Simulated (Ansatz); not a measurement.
Gas-phase electronic energies from Ansatz, PBE0-D4/def2-TZVP geometries. CCSD(T)/CBS adds triple-zeta CCSD(T) − MP2 to the extrapolated MP2 energy (def2 sets, frozen cores). This one scheme is used for every species. DFT in def2-TZVPP. B3LYP here is the variant with VWN-RPA as its local correlation; programs differ in this. For As outer-core shells are correlated without core-valence functions, which leaves a few kJ/mol of doubt a bond. Scalar relativity is left out up to krypton. One conformer a species, not always the lowest.

Reaction (ligand exchange at the Si–S bond): `C=C[SiH2][S][AlH2]` + arsine → `C=C[SiH2][AsH2]` + `[AlH2][SH]`

`C=C[SiH2][S][AlH2]`:

Z-matrix (Å, degrees):
```
Si
C 1 1.860
S 1 2.139 2 111.5
H 1 1.487 2 109.3 3 -122.9
H 1 1.486 2 110.3 3 118.3
C 2 1.329 1 124.7 3 -6.0
H 2 1.090 1 117.1 3 174.3
Al 3 2.182 1 98.0 2 -75.0
H 6 1.086 2 122.1 1 -179.7
H 6 1.087 2 121.5 1 -0.4
H 8 1.579 3 116.5 1 175.5
H 8 1.580 3 119.3 1 -5.0
```

`[AsH3]`:

Z-matrix (Å, degrees):
```
As
H 1 1.522
H 1 1.522 2 92.0
H 1 1.522 2 92.0 3 -92.1
```

`C=C[SiH2][AsH2]`:

```xyz
11

C     0.701    0.734    1.715
C    -0.174    0.715    0.713
Si    0.283    0.236   -1.022
As   -0.770   -1.747   -1.778
H     1.749    0.486    1.564
H     0.414    0.998    2.729
H    -1.211    0.969    0.926
H     1.755    0.029   -1.091
H    -0.106    1.302   -1.986
H    -2.136   -1.261   -1.310
H    -0.506   -2.461   -0.460
```

`[AlH2][SH]`:

```xyz
5

Al    0.528   -0.372    0.084
S    -1.222    0.401   -0.962
H     1.360   -1.488   -0.661
H     0.880    0.205    1.513
H    -1.545    1.254    0.026
```

| level | ΔE (kJ/mol) | difference from CCSD(T)/CBS |
| --- | --- | --- |
| PBE-D4 | 31.0 | -4.3 |
| r2SCAN-D4 | 34.6 | -0.7 |
| PBE0-D4 | 33.5 | -1.8 |
| B3LYP-D4 | 34.5 | -0.8 |
| ωB97X-V | 36.0 | 0.7 |
| ωB97M-V | 37.3 | 2.0 |
| B2PLYP | 31.4 | -3.9 |
| PBE | 26.4 | -8.9 |
| r2SCAN | 33.4 | -1.9 |
| PBE0 | 29.4 | -5.9 |
| B3LYP | 27.0 | -8.3 |
| HF/def2-TZVPP | 32.9 | -2.4 |
| MP2/def2-TZVPP | 37.0 | 1.7 |
| SCS-MP2/def2-TZVPP | 35.7 | 0.4 |
| CCSD/def2-TZVPP | 32.6 | -2.7 |
| CCSD(T)/def2-TZVPP | 33.8 | -1.5 |
| HF/def2-QZVPP | 33.5 | -1.8 |
| MP2/def2-QZVPP | 38.0 | 2.7 |
| SCS-MP2/def2-QZVPP | 37.1 | 1.8 |
| HF/CBS(def2) | 33.6 | -1.7 |
| MP2/CBS(def2) | 38.5 | 3.2 |
| CCSD/CBS(def2) | 34.1 | -1.2 |
| CCSD(T)/CBS | 35.3 | 0 |

Largest T1 diagnostic among the species: 0.012.

The D4 term adds +7.5 kJ/mol with B3LYP and +4.1 kJ/mol with PBE0; it sums over pairs of atoms, weighted by their polarisabilities, and B3LYP, whose exchange is more repulsive, gets the larger term. From PBE to PBE0 (25 % exact exchange), in def2-TZVPP and without D4, ΔE moves by +3.0 kJ/mol.
